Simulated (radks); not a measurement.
Fractional charge and spin in the 4s shell of titanium: the spin-up occupation runs from 0 to 1 and the spin-down occupation from 0 to 1; the fullest corner is Ti, [Ar] 3d(up 1, down 1) 4s(up 1, down 1). All-electron calculation, scalar-relativistic Kohn-Sham, r2SCAN, spin-polarised, spherical densities, finite nucleus; meta-GGA in the generalised Kohn-Sham scheme; Fermi nuclear charge, rms radius of each element as measured or else 0.836 A^(1/3) + 0.57 fm. Program: a radial shooting solver on a logarithmic mesh with Libxc functionals. Energy (eV) minus the two flat planes that join the four corners (they meet along the diagonal where the two added fractions sum to one electron); zero is where a piecewise linear energy would lie.

| down \ up | 0 | 0.25 | 0.5 | 0.75 | 1 |
|---|---|---|---|---|---|
| 0 | 0.000 | -0.448 | -0.615 | -0.476 | 0.000 |
| 0.25 | -0.448 | -0.461 | -0.192 | 0.374 | -0.410 |
| 0.5 | -0.615 | -0.192 | 0.503 | -0.186 | -0.555 |
| 0.75 | -0.476 | 0.374 | -0.186 | -0.460 | -0.425 |
| 1 | 0.000 | -0.410 | -0.555 | -0.425 | 0.000 |

Corners above the fullest one (they belong to Ti+ and the next ion): (up 1, down 0) 6.921 eV, (up 0, down 1) 6.921 eV, (up 0, down 0) 20.565 eV. With half an added electron in each spin the energy lies 0.503 eV from the planes, and with half an added electron in spin up alone -0.615 eV. The planes are only a guide here: the flat-plane condition holds for ground states with one frontier orbital, while this shell lies below other occupied shells, so the corners above the fullest one are inner-hole states and not the ground states of those ions.
